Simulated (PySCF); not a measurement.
**C6H10ClNSi: full NMR table**

```yaml
Formula: C6H10ClNSi
SMILES: C[SiH2]C/C(Cl)=C/CC#N
Point_group_of_the_computed_structure: C1
Degrees_of_unsaturation: 3
Carbon_signals: 6
Proton_signals: 5
```

Atom-mapped SMILES (the numbers label the heavy atoms): `[CH3:1][SiH2:2][CH2:3]/[C:4]([Cl:5])=[CH:6]/[CH2:7][C:8]#[N:9]`. Each H is labelled by its parent atom.

Theoretical values (PySCF 2.14): σ from GIAO-PBE0/pcSseg-1, geometry from GFN2-xTB. A single conformation, isolated molecule, no relativistic terms, equivalent nuclei averaged.

Referencing at the same level of theory: 1H and 13C and 29Si against TMS; 15N against NH3.

| carbon | δC, type | δH (multiplicity) | HMBC from (2–3 bonds) | span of the C tensor (ppm) |
| --- | --- | --- | --- | --- |
| C1 | -6.6, CH3 | 0.19 (t) | H(Si2), H(C3) | 7 |
| C3 | 31.1, CH2 | 2.10 (t) | H(C6), H(Si2), H(C1) | 55 |
| C4 | 152.2, C | – | H(C6), H(Si2), H(C7), H(C3) | 170 |
| C6 | 118.6, CH | 5.55 (t) | H(C7), H(C3) | 172 |
| C7 | 18.8, CH2 | 3.16 (d) | H(C6) | 25 |
| C8 | 121.0, C | – | H(C6), H(C7) | 344 |

Other nuclei:
```json
{"atoms": "H(Si2)", "nucleus": "1H", "environment": "hydrogen on a silicon bonded to 2 C", "δ (ppm)": "4.33", "σ (ppm)": "27.39"}
{"atoms": "Si2", "nucleus": "29Si", "environment": "silicon bonded to 2 C, 2 H", "δ (ppm)": "-34.0", "σ (ppm)": "383.2"}
{"atoms": "N9", "nucleus": "15N", "environment": "nitrile nitrogen", "δ (ppm)": "298.9", "σ (ppm)": "-31.2"}
```

1. Carbon types of the structure: 2 × C, 1 × CH, 2 × CH2, 1 × CH3, leaving 2 H on heteroatoms.
2. δC 152.2: fully substituted alkene carbon; an sp2 carbon of a C=C bond.
3. δC 121.0: nitrile carbon; typical of a nitrile.
4. δC 118.6: alkene CH; the olefinic region.
5. δC -6.6: methyl carbon bonded to Si; an electropositive neighbour leaves it electron-rich and shielded.
6. δH 5.55: hydrogen on an alkene CH; olefinic region.

Carbons that carry Cl, above all several Cl atoms, come out too deshielded, partly because spin–orbit coupling is missing. Shifts are as computed. Against solution values, carbons near 30 ppm lie about +3 ppm off and those near 130 ppm about +5 ppm; carbons on Cl a further +6 ppm. Of 1211 compounds with measured shifts, 218 miss one by over three times the rms of a fit or turn the order of signals round; such compounds aren't used in these exercises. Experimental scales use liquid or dissolved standards, which lie at an offset from isolated NH3 (liquid NH3: subtract about 20 ppm). Unscaled 15N shifts of sp2 nitrogen come out 20 to 40 ppm too high even then. Multiplicities follow the n + 1 count of equivalent neighbours, as no J values were calculated; m marks all less simple cases, F and P coupling included.
